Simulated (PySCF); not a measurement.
Co: interval between two levels

Co [Ar] 3d7 4s2 [4F9/2, M_J = 9/2] → Co [Ar] 3d9 [2D5/2, M_J = 5/2], as a difference of total energies. Computed with PySCF 2.14 in x2c-TZVPall-2c (6s7p4d1f, 54 functions), with the two-component X2C-1e Hamiltonian. Correlated levels: [Ne] frozen; the 6 highest virtual spinors dropped. "Screened" scales the spin-orbit matrix elements by Boettger's factors to mimic the two-electron term; Breit and QED terms are absent.

```tsv
method	interval between two levels (cm⁻¹)
GHF (spin-free)	61054
GMP2 (spin-free)	12025
GHF (screened spin-orbit)	61423
GMP2 (screened spin-orbit)	12392
```

The labels give the starting determinants; with spin-orbit coupling the two ends relaxed to ⟨J²⟩ = 24.76, ⟨L²⟩ = 12.02, ⟨S²⟩ = 3.76 and ⟨J²⟩ = 8.93, ⟨L²⟩ = 6.16, ⟨S²⟩ = 0.78.
